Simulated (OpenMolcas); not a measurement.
An atom or ion with 22 electrons was computed by MS-CASPT2, IPEA 0.25 Eh, imaginary shift 0.1 Eh with spin-orbit coupling (OpenMolcas, ANO-RCC-VTZP, DKH2). The lowest levels that the run gave, each within 12 % of the measured value where one is at hand:

```
J  Parity  E (cm⁻¹)      g
0    even       0.0       
1    even       295  1.501
2    even       854  1.501
3    even      1635  1.501
4    even      2600  1.500
0    even     30720       
4    even     32310  0.814
1    even     32470  1.498
5    even     33010  1.038
6    even     33740  1.166
2    even     35020  0.669
3    even     35110  1.053
```

Question: Which ion is it, and what are the configurations and terms?

Answer: Ni VII (Z = 28, charge +6; active space 4 electrons in 10 orbitals (3d 4d)). J, parity and g give the terms where levels are pure, and mixed ones are named by the computed weights; the size of the splittings, set against known spectra of the 22-electron sequence, gives the charge. In order, with the measured energies in cm⁻¹ (Corliss and Sugar, J. Phys. Chem. Ref. Data 10, 197 (1981)): 3d⁴ ⁵D₀, 3d⁴ ⁵D₁ (279), 3d⁴ ⁵D₂ (804), 3d⁴ ⁵D₃ (1520), 3d⁴ ⁵D₄ (2392), 3d⁴ ³P₀(1) (30077), 3d⁴ ³H₄ (31672), 3d⁴ ³P₁(1) (31836), 3d⁴ ³H₅ (32286), 3d⁴ ³H₆ (32877), 3d⁴ ³F₂(1) (34247), 3d⁴ ³F₃(1) (34317).

CASPT2 does not keep the components of a term degenerate, so their means are used; among the terms shown or strongly mixed into the levels shown the widest spread is 170 cm-1 (3d⁴ ³H). Active for correlation alone: 4d; no level in the range computed is led by a configuration that fills it, so any true level of that kind is missing. Measured partners are found by configuration, term and J. A level has none where our copy of the source lacks it or the pairing is in doubt (some pairs that miss far off the trend of their configuration count as doubtful), and it then counts in no deviation. Only configurations of the active space appear.

A number in round brackets counts repeated terms of one configuration in the order of the reference energies.
